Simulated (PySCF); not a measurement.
Two species compared at the same levels of theory.

First species: C3H13PSSi3.
InChI=1S/C3H13PSSi3/c1-3-7-4(6)8-5-2/h3H,1,7-8H2,2,6H3

Second species: C5H4F4O.
SMILES: `FC(F)(F)[C@]1(F)C=COC1`

Levels: PBE0/pcSseg-1 for dipole moment, HOMO energy, LUMO energy and HOMO–LUMO gap; GFN2-xTB for rotational constant A and rotational constant C. Geometries: GFN2-xTB. Each species is one conformer at its optimised geometry, gas phase, non-relativistic unless stated. Electronic properties by PySCF.

Dipoles, sizes and rotational constants follow the conformer. The torsions of the flexible species, by atom-mapped SMILES:
- `[CH2:1]=[CH:2][SiH2:3][P:4]([SiH3:5])[SiH2:6][S:7][CH3:8]`: C1–C2–Si3–P4 -126°, C2–Si3–P4–Si5 173°, Si3–P4–Si6–S7 169°, P4–Si6–S7–C8 41°
- `[F:1][C:2]([F:3])([F:4])[C@:5]1([F:6])[CH:7]=[CH:8][O:9][CH2:10]1`: F1–C2–C5–F6 -179°

```csv
property,column X,column Y
dipole moment,1.58 D,1.97 D
HOMO energy,-6.76 eV,-7.39 eV
LUMO energy,-0.79 eV,-0.29 eV
HOMO–LUMO gap,5.97 eV,7.10 eV
rotational constant A,1.125 GHz,2.254 GHz
rotational constant C,0.406 GHz,1.065 GHz
```

Task: Which column belongs to which species?

Result: Column X is the first species and column Y the second. The first has 21 atoms and 104 electrons, the second 14 and 78.

Task: How does each property change from the first species to the second?

Result: dipole moment +0.39 D; HOMO energy -0.63 eV; LUMO energy +0.50 eV; HOMO–LUMO gap +1.13 eV; rotational constant A +1.129 GHz; rotational constant C +0.659 GHz.

On the first: The dipole matches unit charges of opposite sign 0.33 Å apart (1 e·Å = 4.8032 D). A dipole of 1.58 D is allowed in C1, and pure rotational transitions are dipole-allowed.

On the second: In atomic units the dipole is 0.77 e·bohr (1 au = 2.5417 D).
